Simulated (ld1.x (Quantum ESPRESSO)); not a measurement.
Scattering properties, ultrasoft potential for carbon (C)

carbon, ultrasoft, made with ld1.x (Quantum ESPRESSO) 7.5 (PBE, scalar-relativistic). Core [He], reference 2s2 2p2. Waves: 2s (bound): rcut 1.10, rcutus 1.35 bohr; 2s channel at 0.25 Ry: rcut 1.10, rcutus 1.35 bohr; 2p (bound): rcut 2.75, rcutus 3.65 bohr; 2p channel at 0.85 Ry: rcut 2.75, rcutus 3.65 bohr; 3d channel at -0.15 Ry: rcut 2.55, rcutus 2.75 bohr; 3d channel at 0.2 Ry: rcut 2.55, rcutus 2.75 bohr. Local part: all-electron potential smoothed inside 1.85 bohr (lloc = -2). Core correction: none. Augmentation charge: PSQ, inside the norm-conserving radii.

The phase is arctan(r·u′/u) with u = r·R(r), unwrapped; energies in Ry, scanned from -3 to 5 Ry. A pole is an energy at which the radial function vanishes at the test radius. The pseudo phase is shifted by a multiple of π to meet the all-electron one at the reference energy, and phase errors are pseudo minus all-electron; the curves can meet again beyond the range given. Levels narrower than the energy grid can be missing from the lists of poles.

| channel | radius (bohr) | reference energy (Ry) | poles, all-electron | poles, pseudo | unbroken range about the reference energy with phases within 0.05 rad | phase error 1 Ry above the reference energy (rad) |
| --- | --- | --- | --- | --- | --- | --- |
| s | 3.96 | -1.01 | -0.98, 1.40, 4.96 | -0.98, 1.40, 4.93 | the whole range | +0.000 |
| p | 3.96 | -0.39 | -0.33, 1.64, 4.88 | -0.33, 1.63 | below 2.8 | -0.002 |
| d | 3.96 | -0.15 | 1.36, 3.97 | 1.36, 4.10 | below 2.3 | +0.000 |

Phases in the d channel:

| E (Ry) | all-electron | pseudo |
| --- | --- | --- |
| -3.00 | 1.431 | 1.431 |
| -2.76 | 1.425 | 1.425 |
| -2.52 | 1.419 | 1.419 |
| -2.28 | 1.412 | 1.412 |
| -2.04 | 1.404 | 1.404 |
| -1.80 | 1.394 | 1.394 |
| -1.56 | 1.383 | 1.383 |
| -1.32 | 1.369 | 1.369 |
| -1.08 | 1.353 | 1.353 |
| -0.84 | 1.331 | 1.331 |
| -0.60 | 1.301 | 1.301 |
| -0.36 | 1.258 | 1.258 |
| -0.12 | 1.189 | 1.189 |
| 0.12 | 1.056 | 1.056 |
| 0.36 | 0.708 | 0.708 |
| 0.60 | -0.391 | -0.391 |
| 0.84 | -1.190 | -1.190 |
| 1.08 | -1.437 | -1.437 |
| 1.32 | -1.557 | -1.556 |
| 1.56 | -1.642 | -1.641 |
| 1.80 | -1.728 | -1.727 |
| 2.04 | -1.856 | -1.851 |
| 2.28 | -2.170 | -2.144 |
| 2.52 | -3.410 | -3.289 |
| 2.76 | -4.276 | -4.235 |
| 3.00 | -4.492 | -4.472 |
| 3.24 | -4.586 | -4.571 |
| 3.48 | -4.641 | -4.628 |
| 3.72 | -4.680 | -4.667 |
| 3.96 | -4.711 | -4.697 |
| 4.20 | -4.740 | -4.723 |
| 4.44 | -4.769 | -4.747 |
| 4.68 | -4.802 | -4.771 |
| 4.92 | -4.845 | -4.798 |
